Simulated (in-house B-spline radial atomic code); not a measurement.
**RPA and G0W0 on LDA VWN5: Sb XIX (Sb18+)**

Configuration [Ar] 3d10 4s2 4p3, highest spin, mean-field start LDA VWN5. Computed with an all-electron radial atomic-structure program (B-spline basis): all electrons, non-relativistic, point nucleus, each spin shell either full or empty, empty states to l = 9 with an (l + 1/2)⁻⁴ tail; G0W0 by contour deformation at full frequency.

Without relativity these are model numbers: it shifts the levels of so heavy an element strongly and can reorder them.

Command:
```bash
python run_gw.py task.json out
```
Settings (radii: box in bohr, nucleus in fm):
```
Z                        51
electrons                33
configuration            [Ar] 3d10 4s2 4p3
hamiltonian              nr
method                   lda,vwn
lmax                     9
spin_polarised           True
box_radius               4.4
intervals                48
```

Cost of the run: 3.2 s on 1 thread of Arm Neoverse N1, on a shared host.

Energies (hartree):

```json
{"term": "mean-field total", "value": "-6179.96573"}
{"term": "Hartree-Fock functional on these orbitals", "value": "-6184.07237"}
{"term": "direct second order", "value": "-2.8456"}
{"term": "second-order exchange", "value": "0.83567"}
{"term": "SOSEX correction", "value": "0.78877"}
```

Problem. What is the RPA correlation energy, and what remains with SOSEX?

Solution. RPA gives -2.6031 hartree (-2.15 eV per electron); RPA + SOSEX gives -1.8143, and the second-order doubles -2.01 hartree (no singles). SOSEX takes back 30 % of the RPA value.

Quasi-particle levels (eV):

```
  level  occupied  mean field  Σx - vxc     Σc  QP weight      G0W0
  4p up       yes     -497.83    -14.68      ?          ?         ?
4s down       yes     -532.90     -8.54  -4.69      0.975   -546.14
3d down       yes     -984.29    -40.67   4.94      0.979  -1020.03
4p down        no     -490.69     17.93  -3.84      0.973   -476.61
```

G0W0 = mean field + (Σx - vxc) + Σc, with Σc (partial-wave tail included) taken at the quasi-particle energy. Only the outer levels were computed. Levels of low weight are left out.

Problem. Where does G0W0 put 4p up?

Solution. At -513.31 eV, with Σc = -0.80 eV and a quasi-particle weight of 0.973. The tabulated removal energy is 510 ± 3 eV (NIST, tabulated theory); the calculation leaves out relativity, Breit and QED terms, and what these don't explain is the method's own error.
